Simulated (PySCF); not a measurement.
## Ionisation energy of W⁶⁰⁺ by level of theory

W⁶⁰⁺ [Ne] 3s2 3p2 (3P) → W⁶¹⁺ [Ne] 3s2 3p1 (2P), as a difference of total energies. All numbers are calculated (PySCF 2.14, scalar relativity by spin-free X2C-1e, in an uncontracted even-tempered set (17 s from 16 bohr⁻², ratio 2.5; 12 p from 21 bohr⁻², ratio 2.5; 4 d from 81 bohr⁻², ratio 2.7; 4 f from 120 bohr⁻², ratio 2.7)). Correlated levels: outer shells: 1s2 frozen; virtual orbitals above 40 to 60 times the deepest correlated orbital energy dropped. The calculations carry no spin-orbit coupling.

| method | ionisation energy (eV) |
| --- | --- |
| UHF | 6354.4 |
| MP2 (outer shells) | 6355.0 |
| SCS-MP2 (outer shells) | 6354.8 |
| CCSD (outer shells) | 6355.0 |
| CCSD(T) (outer shells) | 6355.0 |

Spin-orbit coupling is strong in these open shells (close to jj coupling). The scalar numbers leave it out and a first-order estimate fails, so it can dominate the gap to the real levels.

Breit and QED terms and the two-electron picture change are absent.

For comparison: 6596 ± 7 eV (semi-empirical (NIST evaluation); NIST Atomic Spectra Database, ionization energies).
